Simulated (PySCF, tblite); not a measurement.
Structures optimised with GFN2-xTB, isolated species. One conformer each, none proved a minimum here. Atom numbers follow the mapped SMILES.

**Question.** Order the C–O distances, shortest first.
A. C3–O5 in `[CH2:1]=[N:2][C:3](=[CH2:4])[O:5][SiH2:6][NH:7][CH3:8]` with C1–N2–C3–C4 -45°, N2–C3–O5–Si6 -22°, C3–O5–Si6–N7 44°, O5–Si6–N7–C8 173°
B. C2–O3 in `[CH3:1][C:2](=[O:3])[c:4]1[cH:5][p:6][c:7]([CH3:8])[p:9][cH:10]1` with C1–C2–C4–C5 -171°
C. C1–O2 in `[CH3:1][O:2][CH2:3][SiH:4]([OH:5])[OH:6]` with C1–O2–C3–Si4 178°, O2–C3–Si4–O5 48°, C3–Si4–O5–H -44°, C3–Si4–O6–H -160°

**Answer.** B (1.210 Å), A (1.337 Å), C (1.402 Å).

- 1.210 Å: drawn double, ketone carbonyl carbon to ketone oxygen
- 1.337 Å: drawn single, vinylic carbon bearing oxygen to silyl ether oxygen
- 1.402 Å: drawn single, methoxy carbon to ether oxygen

**Question.** Rank these C–C bonds from shortest to longest.
A. C3–C4 in `[CH2:1]=[N:2][C:3](=[CH2:4])[O:5][SiH2:6][NH:7][CH3:8]` with C1–N2–C3–C4 -45°, N2–C3–O5–Si6 -22°, C3–O5–Si6–N7 44°, O5–Si6–N7–C8 173°
B. C2–C4 in `[CH3:1][C:2](=[O:3])[c:4]1[cH:5][p:6][c:7]([CH3:8])[p:9][cH:10]1` with C1–C2–C4–C5 -171°
C. C2–C3 in `[Cl:1][c:2]1[cH:3][cH:4][p:5][cH:6][n:7]1`

**Answer.** A (1.336 Å), C (1.392 Å), B (1.499 Å).

- 1.336 Å: drawn double, vinylic carbon bearing oxygen to terminal =CH2 carbon
- 1.392 Å: aromatic, aromatic C–Cl carbon to aromatic CH carbon, in a 6-membered ring
- 1.499 Å: drawn single, ketone carbonyl carbon to substituted aromatic carbon

All values are computed, not measured.
